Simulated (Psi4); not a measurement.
CH3O (SMILES C[O-]), charge -1, singlet, geometry from GFN2-xTB (a gas-phase anion, which may not be bound at this level), with bond 5-1 at 3.0 times its length; Psi4 with HF/6-31G*.

The Psi4 input:
```
memory 2 GB

molecule {
-1 1
C    -0.02331881    0.51924115   -0.01539977
O     0.03468978   -0.77243926    0.02290917
H    -1.08639489    0.97405626   -0.04951263
H     0.45655976    1.07094605    0.88097598
H     1.52332678    2.01871237   -2.73621482
}

set {
  basis 6-31g*
  reference uhf
  stability_analysis follow
  scf_type pk
}

energy('scf')
print_variables()
```

The log (banner, timings and long lists left out):

```
   => Loading Basis Set <=

    Name: 6-31G*
    Role: ORBITAL
    Keyword: BASIS

         ---------------------------------------------------------
                                   SCF
               by Justin Turney, Rob Parrish, Andy Simmonett
                          and Daniel G. A. Smith
                              UHF Reference
         ---------------------------------------------------------

  ==> Geometry <==

    Molecular point group: c1
    Full point group: C1

    Geometry (in Angstrom), charge = -1, multiplicity = 1:

       Center              X                  Y                   Z               Mass
    ------------   -----------------  -----------------  -----------------  -----------------
         C           -0.061216251195     0.584644056235     0.040632256465    12.000000000000
         O           -0.003207661195    -0.707036353765     0.078941196465    15.994914619570
         H           -1.124292331195     1.039459166235     0.006519396465     1.007825032230
         H            0.418662318805     1.136348956235     0.937008006465     1.007825032230
         H            1.485429338805     2.084115276235    -2.680182793535     1.007825032230

  Running in c1 symmetry.

  Rotational constants: A =      1.81999  B =      0.72640  C =      0.57755 [cm^-1]
  Rotational constants: A =  54561.92272  B =  21776.94022  C =  17314.51296 [MHz]
  Nuclear repulsion =   31.691878911892527

  Charge       = -1
  Multiplicity = 1
  Electrons    = 18
  Nalpha       = 9
  Nbeta        = 9

  ==> Algorithm <==

  SCF Algorithm Type is PK.
  DIIS enabled.
  MOM disabled.
  Fractional occupation disabled.
  Guess Type is SAD.
  Energy threshold   = 1.00e-06
  Density threshold  = 1.00e-06
  Integral threshold = 1.00e-12

  ==> Primary Basis <==

  Basis Set: 6-31G*
    Blend: 6-31G*
    Number of shells: 18
    Number of basis functions: 36
    Number of Cartesian functions: 36
    Spherical Harmonics?: false
    Max angular momentum: 2

  ==> Integral Setup <==

  Using in-core PK algorithm.
   Calculation information:
      Number of atoms:                   5
      Number of AO shells:              18
      Number of primitives:             42
      Number of atomic orbitals:        36
      Number of basis functions:        36

      Integral cutoff                 1.00e-12
      Number of threads:                 1

  Performing in-core PK
  Using 444222 doubles for integral storage.
  We computed 14281 shell quartets total.
  Whereas there are 14706 unique shell quartets.

  ==> DiskJK: Disk-Based J/K Matrices <==

    J tasked:                  Yes
    K tasked:                  Yes
    wK tasked:                  No
    Schwarz Cutoff:          1E-12

  Minimum eigenvalue in the overlap matrix is 1.0159888872E-02.
  Reciprocal condition number of the overlap matrix is 1.8500454875E-03.
    Using symmetric orthogonalization.

  ==> Pre-Iterations <==

  SCF Guess: Superposition of Atomic Densities via on-the-fly atomic UHF (no occupation information).

   -------------------------
    Irrep   Nso     Nmo
   -------------------------
     A         36      36
   -------------------------
    Total      36      36
   -------------------------

  ==> Iterations <==

                        Total Energy        Delta E     RMS |[F,P]|

   @UHF iter SAD:  -113.26370647338149   -1.13264e+02   0.00000e+00
   @UHF iter   1:  -114.14779309766571   -8.84087e-01   1.21844e-02 ADIIS/DIIS
   @UHF iter   2:  -114.18168678963859   -3.38937e-02   1.14292e-02 ADIIS/DIIS
   @UHF iter   3:  -114.24398139669323   -6.22946e-02   1.07772e-03 ADIIS/DIIS
   @UHF iter   4:  -114.24536437221421   -1.38298e-03   3.86892e-04 ADIIS/DIIS
   @UHF iter   5:  -114.24557880499381   -2.14433e-04   1.43267e-04 ADIIS/DIIS
   @UHF iter   6:  -114.24563296920140   -5.41642e-05   5.82160e-05 DIIS
   @UHF iter   7:  -114.24564112461024   -8.15541e-06   1.78723e-05 DIIS
   @UHF iter   8:  -114.24564174224058   -6.17630e-07   3.30023e-06 DIIS
   @UHF iter   9:  -114.24564177258566   -3.03451e-08   7.70862e-07 DIIS
  Energy and wave function converged.

    Negative totally symmetric eigenvalue detected: -0.052685
    Wavefunction unstable!
    Lowest UHF->UHF stability eigenvalues:
       A -0.052685

    Rotating orbitals by 0.5 * pi / 2 radians along unstable eigenvector.
    Running SCF again with the rotated orbitals.
   @UHF iter  10:  -113.90250012482927   -1.13903e+02   1.22612e-02 ADIIS/DIIS
   @UHF iter  11:  -114.19335515085204   -2.90855e-01   6.53228e-03 ADIIS/DIIS
   @UHF iter  12:  -114.23485857437885   -4.15034e-02   2.29524e-03 ADIIS/DIIS
   @UHF iter  13:  -114.24680461291609   -1.19460e-02   9.88557e-04 ADIIS/DIIS
   @UHF iter  14:  -114.25026262579945   -3.45801e-03   6.00770e-04 ADIIS/DIIS
   @UHF iter  15:  -114.25221565581845   -1.95303e-03   2.95851e-04 ADIIS/DIIS
   @UHF iter  16:  -114.25262330183459   -4.07646e-04   1.28879e-04 ADIIS/DIIS
   @UHF iter  17:  -114.25273354337116   -1.10242e-04   9.38963e-05 DIIS
   @UHF iter  18:  -114.25278523045212   -5.16871e-05   8.18650e-05 DIIS
   @UHF iter  19:  -114.25284162801630   -5.63976e-05   8.59252e-05 DIIS
   @UHF iter  20:  -114.25273633080927    1.05297e-04   7.80494e-05 DIIS
   @UHF iter  21:  -114.25249861657213    2.37714e-04   8.37873e-05 DIIS
   @UHF iter  22:  -114.25265380031126   -1.55184e-04   8.37863e-05 DIIS
   @UHF iter  23:  -114.24976679175620    2.88701e-03   8.21455e-04 ADIIS/DIIS
   @UHF iter  24:  -114.25232950001930   -2.56271e-03   1.18361e-04 ADIIS/DIIS
   @UHF iter  25:  -114.25231495492774    1.45451e-05   1.26733e-04 ADIIS/DIIS
   @UHF iter  26:  -114.25241048087702   -9.55259e-05   1.07432e-04 ADIIS/DIIS
   @UHF iter  27:  -114.25263944227692   -2.28961e-04   1.05272e-04 ADIIS/DIIS
   @UHF iter  28:  -114.25267992243352   -4.04802e-05   1.09620e-04 ADIIS/DIIS
   @UHF iter  29:  -114.25249229630182    1.87626e-04   1.13592e-04 ADIIS/DIIS
[...]
   @UHF iter  44:  -114.25245318224754    1.42157e-04   1.18716e-04 ADIIS/DIIS
   @UHF iter  45:  -114.25263113118775   -1.77949e-04   1.25920e-04 ADIIS/DIIS
   @UHF iter  46:  -114.25268033569503   -4.92045e-05   1.28710e-04 ADIIS/DIIS
   @UHF iter  47:  -114.25237087534498    3.09460e-04   1.47907e-04 ADIIS/DIIS
   @UHF iter  48:  -114.25221165461413    1.59221e-04   1.88805e-04 ADIIS/DIIS
   @UHF iter  49:  -114.25232391069153   -1.12256e-04   1.52693e-04 ADIIS/DIIS
   @UHF iter  50:  -114.25239047323932   -6.65625e-05   1.37433e-04 ADIIS/DIIS
   @UHF iter  51:  -114.25212942100175    2.61052e-04   2.06046e-04 ADIIS/DIIS
   @UHF iter  52:  -114.25228315434359   -1.53733e-04   1.59205e-04 ADIIS/DIIS
   @UHF iter  53:  -114.25212635162292    1.56803e-04   2.06327e-04 ADIIS/DIIS
   @UHF iter  54:  -114.25220777069786   -8.14191e-05   1.79164e-04 ADIIS/DIIS
   @UHF iter  55:  -114.25213241058825    7.53601e-05   1.99938e-04 ADIIS/DIIS
   @UHF iter  56:  -114.25230271670296   -1.70306e-04   1.52958e-04 ADIIS/DIIS
   @UHF iter  57:  -114.25252739930995   -2.24683e-04   1.07217e-04 ADIIS/DIIS
   @UHF iter  58:  -114.25248649981251    4.08995e-05   1.10394e-04 ADIIS/DIIS
   @UHF iter  59:  -114.25242925660292    5.72432e-05   1.17458e-04 ADIIS/DIIS
   @UHF iter  60:  -114.25232192689786    1.07330e-04   1.40032e-04 ADIIS/DIIS
   @UHF iter  61:  -114.25219924994312    1.22677e-04   1.77401e-04 ADIIS/DIIS
   @UHF iter  62:  -114.25233024451458   -1.30995e-04   1.43996e-04 ADIIS/DIIS
   @UHF iter  63:  -114.25220150407694    1.28740e-04   1.76853e-04 ADIIS/DIIS
   @UHF iter  64:  -114.25237232933074   -1.70825e-04   1.31903e-04 ADIIS/DIIS
   @UHF iter  65:  -114.25242057703322   -4.82477e-05   1.22483e-04 ADIIS/DIIS
   @UHF iter  66:  -114.25222335621442    1.97221e-04   1.71359e-04 ADIIS/DIIS
   @UHF iter  67:  -114.25208326393583    1.40092e-04   2.13834e-04 ADIIS/DIIS
   @UHF iter  68:  -114.25267028094100   -5.87017e-04   1.16669e-04 ADIIS/DIIS
   @UHF iter  69:  -114.25229941841889    3.70863e-04   1.51145e-04 ADIIS/DIIS
   @UHF iter  70:  -114.25231081451224   -1.13961e-05   1.48369e-04 ADIIS/DIIS
   @UHF iter  71:  -114.25229889558706    1.19189e-05   1.52745e-04 ADIIS/DIIS
   @UHF iter  72:  -114.25248639627796   -1.87501e-04   1.15975e-04 ADIIS/DIIS
   @UHF iter  73:  -114.25238904235810    9.73539e-05   1.27760e-04 ADIIS/DIIS
   @UHF iter  74:  -114.25240328681319   -1.42445e-05   1.25335e-04 ADIIS/DIIS
   @UHF iter  75:  -114.25250477160579   -1.01485e-04   1.12728e-04 ADIIS/DIIS
   @UHF iter  76:  -114.25254590139402   -4.11298e-05   1.12479e-04 ADIIS/DIIS
   @UHF iter  77:  -114.25256575349738   -1.98521e-05   1.13375e-04 ADIIS/DIIS
   @UHF iter  78:  -114.25230330151884    2.62452e-04   1.53269e-04 ADIIS/DIIS
   @UHF iter  79:  -114.25266810080181   -3.64799e-04   1.16517e-04 ADIIS/DIIS
   @UHF iter  80:  -114.25236992560042    2.98175e-04   1.33635e-04 ADIIS/DIIS
   @UHF iter  81:  -114.25244612092999   -7.61953e-05   1.17837e-04 ADIIS/DIIS
   @UHF iter  82:  -114.25233231771389    1.13803e-04   1.43563e-04 ADIIS/DIIS
   @UHF iter  83:  -114.25225051893715    8.17988e-05   1.66679e-04 ADIIS/DIIS
   @UHF iter  84:  -114.25268887505555   -4.38356e-04   1.21452e-04 ADIIS/DIIS
   @UHF iter  85:  -114.25244934567571    2.39529e-04   1.22732e-04 ADIIS/DIIS
   @UHF iter  86:  -114.25261332649934   -1.63981e-04   1.18817e-04 ADIIS/DIIS
   @UHF iter  87:  -114.25255029768354    6.30288e-05   1.12761e-04 ADIIS/DIIS
   @UHF iter  88:  -114.25249182072726    5.84770e-05   1.15917e-04 ADIIS/DIIS
   @UHF iter  89:  -114.25237960420296    1.12217e-04   1.35418e-04 ADIIS/DIIS
   @UHF iter  90:  -114.25250955784620   -1.29954e-04   1.14873e-04 ADIIS/DIIS
   @UHF iter  91:  -114.25251695137760   -7.39353e-06   1.14284e-04 ADIIS/DIIS
   @UHF iter  92:  -114.25260337354676   -8.64222e-05   1.15686e-04 ADIIS/DIIS
   @UHF iter  93:  -114.25250856108849    9.48125e-05   1.14965e-04 ADIIS/DIIS
   @UHF iter  94:  -114.25273444767647   -2.25887e-04   1.24968e-04 ADIIS/DIIS
   @UHF iter  95:  -114.25251335432547    2.21093e-04   1.14967e-04 ADIIS/DIIS
   @UHF iter  96:  -114.25246991461066    4.34397e-05   1.21130e-04 ADIIS/DIIS
   @UHF iter  97:  -114.25248956808451   -1.96535e-05   1.19397e-04 ADIIS/DIIS
   @UHF iter  98:  -114.25248298284851    6.58524e-06   1.20561e-04 ADIIS/DIIS
   @UHF iter  99:  -114.25241952101972    6.34618e-05   1.28144e-04 ADIIS/DIIS
   @UHF iter 100:  -114.25268157640416   -2.62055e-04   1.27874e-04 ADIIS/DIIS

PsiException: Could not converge SCF iterations in 100 iterations.

Traceback (most recent call last):
  File "psi4", line 375, in <module>
  File "<string>", line 28, in <module>
  File "site-packages/psi4/driver/driver.py", line 533, in energy
  File "site-packages/psi4/driver/procrouting/proc.py", line 2760, in run_scf
  File "site-packages/psi4/driver/procrouting/proc.py", line 2047, in scf_helper
  File "site-packages/psi4/driver/procrouting/scf_proc/scf_iterator.py", line 99, in scf_compute_energy
  File "site-packages/psi4/driver/procrouting/scf_proc/scf_iterator.py", line 674, in scf_finalize_energy
  File "site-packages/psi4/driver/procrouting/scf_proc/scf_iterator.py", line 609, in scf_iterate

psi4.driver.p4util.exceptions.SCFConvergenceError: Could not converge SCF iterations in 100 iterations.

Printing out the relevant lines from the Psithon --> Python processed input file:
    core.IO.set_default_namespace("")
    core.set_global_option("BASIS", "6-31g*")
    core.set_global_option("REFERENCE", "uhf")
    core.set_global_option("STABILITY_ANALYSIS", "follow")
    core.set_global_option("SCF_TYPE", "pk")
--> energy('scf')
    print_variables()

!-------------------------------------------------------!
!                                                       !
!  Could not converge SCF iterations in 100 iterations. !
!                                                       !
!-------------------------------------------------------!
```

The run did not converge; its last values are not results.
